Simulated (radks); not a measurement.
Results of a calculation; reference values are marked as such.
Problem. O3+, 5 electrons, occupied as [He] 2s2 2p1. Level of theory: scalar-relativistic Kohn-Sham, PBEsol, spin-polarised, spherical densities, finite nucleus; open shells are filled with parallel spins first; Fermi nuclear charge, rms radius 2.6991 fm (a radial shooting solver on a logarithmic mesh with Libxc functionals). Some entries of the table are withheld. Estimate them.

orbital  occ.  eigenvalue (eV)  <r^2> (bohr^2)
1s up       1        -585.1500             (1)
1s down     1        -584.0076             (2)
2s up       1         -80.4784           1.117
2s down     1         -77.5721           1.146
2p up       1              (3)           1.024
2p down     0              (4)           1.065

Solution. 
(1) 1s up <r^2> (bohr^2): 0.05382
(2) 1s down <r^2> (bohr^2): 0.05356
(3) 2p up eigenvalue (eV): -66.1107
(4) 2p down eigenvalue (eV): -62.9897
